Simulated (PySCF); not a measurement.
ZrF4, SMILES [F][Zr]([F])([F])[F], multiplicity 1. Heavy atoms are numbered as in [Zr:1]([F:2])([F:3])([F:4])[F:5].

Geometry: B3LYP-D3(BJ)/def2-SVP. The spin state was assumed, not searched. The isomer is the one that the SMILES or the coordinates give; other isomers of the formula were not compared. The def2 effective core potentials stand for the cores of Zr; spin–orbit coupling is left out.

These are PySCF with PBE/def2-TZVPD values and carry that method's errors.

Mulliken values depend strongly on the basis, most of all with diffuse functions as here. ESP charges are fitted to the potential on shells at 1.4 to 2.0 van der Waals radii. Atomic charges (e), one atom of each kind:

```json
[
 {"atom": "Zr1", "Mulliken": "2.12", "ESP fit": "…"},
 {"atom": "F2", "Mulliken": "-0.53", "ESP fit": "…"}
]
```

Question: Complete the blanks. (An estimate is asked for; the answer gives what the named calculation found.)

Answer: 
- Zr1, ESP fit: 1.52
- F2, ESP fit: -0.38
